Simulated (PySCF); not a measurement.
Compound: C₆H₁₂O.
Z-matrix (Å and degrees, GFN2-xTB geometry), rows numbered from 1:
```
C 
C   1  1.3244
O   2  1.3492  1  130.06
C   3  1.4241  2  119.48  1     0.62
C   4  1.5252  3  106.17  2  -158.52
C   4  1.5347  3  110.27  2    79.52
C   6  1.5230  4  113.03  3  -172.91
H   1  1.0735  2  119.68  3   178.90
H   1  1.0748  2  123.90  3    -0.87
H   2  1.0832  1  121.09  3  -179.29
H   4  1.1000  3  109.15  2   -40.92
H   5  1.0868  4  109.93  3   -65.67
H   5  1.0854  4  110.53  3   173.53
H   5  1.0869  4  109.67  3    53.49
H   6  1.0919  4  108.26  3   -51.62
H   6  1.0918  4  108.52  3    64.84
H   7  1.0866  6  111.15  4   -66.17
H   7  1.0880  6  110.64  4    54.41
H   7  1.0873  6  109.99  4   174.09
```

Theory: PySCF 2.14.0, density-fitted response routines, TDDFT PBE0/def2-SVPD, vertical, gas phase, core orbitals frozen in the response.

Q: List the vertical singlet excitations with oscillator strengths and describe the spectrum.

A: 

```tsv
state	E (eV)	E (hartree)	f	|μ| (D)	main configurations (H = HOMO, L = LUMO)
S1	6.36	0.2336	0.023	0.97	H→L (82%)
S2	6.69	0.2460	0.014	0.73	H→L+2 (84%)
S3	6.93	0.2548	0.181	2.63	H→L+1 (73%), H→L+4 (13%)
S4	7.04	0.2589	0.016	0.76	H→L+3 (88%)
S5	7.35	0.2700	0.057	1.43	H→L+4 (84%), H→L+1 (10%)
S6	7.73	0.2842	0.0077	0.51	H→L+5 (91%)
```

Triplets (Tamm–Dancoff): T1 4.44 eV, H→L+1 (76%), H→L (16%); T2 6.27 eV, H→L (63%), H→L+3 (13%), H→L+1 (13%).

The lowest singlet comes at 195 nm (613 kJ/mol) in the vacuum ultraviolet; it is weak; its leading configuration is HOMO→LUMO (82%). The most intense listed level is S3 at 6.93 eV (179 nm, f = 0.181), 0.58 eV above S1. Löwdin shares by element: HOMO carbon 58% or more, oxygen 26% (atoms not listed hold the other 17%); LUMO carbon 41% or more (atoms not listed hold the other 59%). The oscillator strengths of these states sum to 0.298; summed over the whole spectrum of an exact calculation they would give the number of electrons, 56 (Thomas–Reiche–Kuhn). Weighted by f, the mean energy of these states is 6.98 eV. Of the 6 states listed, 5 reach f = 0.01 and none stays under 0.0005. Only the lowest 6 singlets were computed, as vertical energies without vibronic structure.

One conformer stands for the species.
